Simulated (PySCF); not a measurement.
**Working out the ionisation energy of Si⁺**

Si⁺ [Ne] 3s2 3p1 (2P) → Si²⁺ [Ne] 3s2 (1S). All numbers are calculated (PySCF 2.14, scalar relativity by spin-free X2C-1e, in aug-cc-pCVTZ-DK). Frozen: 1s2. Energies in hartree (1 hartree = 27.21139 eV):

```tsv
part	Si⁺ (lower)	Si²⁺ (upper)
UHF	-289.178982	-288.597734
CCSD correlation	-0.345631	-0.331177
(T)	-0.004001	-0.003109
```

Task: What does Hartree-Fock give?

Result: (-288.597734) − (-289.178982) = 0.581248 hartree = 15.817 eV.

Task: What do CCSD and CCSD(T) give?

Result: The CCSD correlation energies differ by 0.014454 hartree = 0.393 eV and the triples by 0.000892 hartree = 0.024 eV, so CCSD gives 16.210 eV and CCSD(T) 16.234 eV.

Measured between the centres of the two terms (NIST): 16.322 eV, so CCSD(T) (valence and next inner shell) is off by -0.088 eV.

What remains against the reference includes basis incompleteness, the frozen core and higher excitations.
